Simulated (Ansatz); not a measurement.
**Abstraction of H: CH2I2 + GaHF → CHI2 + GaH2F**

Gas-phase species: CH2I2 (diiodomethane) `ICI`, singlet; GaHF `[F][GaH]`, doublet; CHI2 `I[CH]I`, doublet; GaH2F `[F][GaH2]`, singlet. A radical takes H: the energy is the difference in strength between the C–H bond broken and the Ga–H bond made.

Shapes, held fixed at every level: PBE0-D4/def2-TZVP. Programs: Ansatz 0.2.0. The zero-point and thermal change to 298 K, harmonic and unscaled (PBE0-D4/def2-TZVP), is -12.2 kJ/mol.

Estimate ΔH(298 K) of this reaction.

The highest level, CCSD(T)/def2-TZVPP, gives ΔH(298 K) = +63.7 kJ/mol; the levels span +55.8 to +71.3. The column of differences is taken from that level and isn't an error. No measured value is set beside it here. Spin contamination: CHI2 (⟨S²⟩ up to 0.78). Open shells run unrestricted. For atoms past krypton def2 sets carry core potentials with scalar relativity. Relativity is left out for Ga. Outer-core shells of Ga, I are correlated, in sets that cover them unevenly.

```
                level                   kind  ΔH(298 K) (kJ/mol)  less CCSD(T)/def2-TZVPP
        HF/def2-TZVPP           Hartree–Fock               +55.8                     -7.9
    PBE-D4/def2-TZVPP                    GGA               +71.3                     +7.6
 r2SCAN-D4/def2-TZVPP               meta-GGA               +61.7                     -2.0
  B3LYP-D4/def2-TZVPP          global hybrid               +70.1                     +6.4
r2SCAN0-D4/def2-TZVPP          global hybrid               +62.2                     -1.5
    B2PLYP/def2-TZVPP          double hybrid               +69.3                     +5.6
        CCSD/def2-SVP  coupled cluster or CI               +64.5                     +0.8
   CCSD(T)/def2-TZVPP  coupled cluster or CI               +63.7                      0.0
```
